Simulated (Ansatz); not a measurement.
Computed with Ansatz on PBE0-D4/def2-TZVP structures; ΔE is electronic, products minus reactants. CBS: MP2 limit from def2 TZ/QZ plus the TZ coupled-cluster correction, frozen cores. DFT in def2-TZVPP. def2 core potentials past Kr. For In outer-core shells are correlated without core-valence functions, which leaves a few kJ/mol of doubt a bond. One conformer a species, not always the lowest.

`[CH3][In]([CH3])[O][SiH3]` + `N=C(O)[SiH3]` → `N=C([SiH3])O[SiH3]` + `[CH3][In]([CH3])[OH]`  (ligand exchange at the Si–O bond)

`[CH3][In]([CH3])[O][SiH3]`:

Cartesian coordinates in Å:
```
C -2.121 -0.066 -1.767
In -0.330 0.302 -0.672
C 1.440 1.497 -0.680
O -0.340 -0.916 0.935
Si 0.607 -1.286 2.190
H -2.670 0.861 -1.938
H -2.736 -0.757 -1.193
H -1.888 -0.509 -2.736
H 2.290 0.870 -0.410
H 1.615 1.959 -1.651
H 1.341 2.281 0.073
H 0.826 -2.759 2.283
H 0.007 -0.834 3.480
H 1.958 -0.645 2.088
```

`N=C(O)[SiH3]`:

```xyz
9

N     1.660   -0.258    0.372
C     0.486    0.213    0.406
O     0.188    1.182    1.293
Si   -0.999   -0.279   -0.673
H     1.757   -0.979   -0.336
H     1.000    1.362    1.793
H    -0.520   -1.334   -1.601
H    -2.091   -0.804    0.182
H    -1.480    0.898   -1.436
```

`N=C([SiH3])O[SiH3]`:

Z-matrix (Å, degrees):
```
Si
C 1 1.901
H 1 1.483 2 109.4
H 1 1.483 2 109.4 3 -120.4
H 1 1.485 2 107.4 3 119.8
O 2 1.346 1 113.3 3 60.2
N 2 1.266 1 128.3 3 -119.8
Si 6 1.693 2 117.6 1 179.9
H 7 1.015 2 112.7 1 0.0
H 8 1.482 6 101.9 2 -180.0
H 8 1.480 6 111.5 2 62.8
H 8 1.480 6 111.4 2 -62.7
```

`[CH3][In]([CH3])[OH]`:

Cartesian coordinates in Å:
```
C -0.627 0.686 1.778
In 0.249 -0.021 -0.052
C -0.456 -0.788 -1.918
O 2.254 0.043 -0.083
H 0.083 0.580 2.598
H -1.537 0.134 2.017
H -0.885 1.742 1.674
H 0.403 -1.081 -2.521
H -1.027 -0.026 -2.452
H -1.104 -1.652 -1.763
H 2.647 0.384 0.723
```

| level | ΔE (kJ/mol) |
| --- | --- |
| PBE-D4 | 26.2 |
| PBE | 27.3 |
| r2SCAN | 31.5 |
| MP2/def2-TZVPP | 29.8 |
| SCS-MP2/def2-TZVPP | 31.2 |
| MP2/def2-QZVPP | 29.6 |
| SCS-MP2/def2-QZVPP | 31.0 |
| MP2/CBS(def2) | 29.1 |

(1) What does CCSD(T)/CBS give? (An estimate is asked.)

Largest T1 diagnostic among the species: 0.014.

Results:

(1) Computed: +29.6 kJ/mol. The listed levels differ from it by -3.4, -2.3, 1.9, 0.2, 1.6, 0.0, 1.4, -0.5 kJ/mol.

In def2-TZVPP, CCSD(T) changes the Hartree–Fock value by −10.0 kJ/mol (the triples alone add −1.7 kJ/mol) and MP2 by −10.5 kJ/mol. From PBE to PBE0 (25 % exact exchange), in def2-TZVPP and without D4, ΔE moves by +3.7 kJ/mol.

CCSD(T)/CBS has its own doubt, a few kJ/mol and more with outer-core shells, so smaller differences from it don't rank the levels.
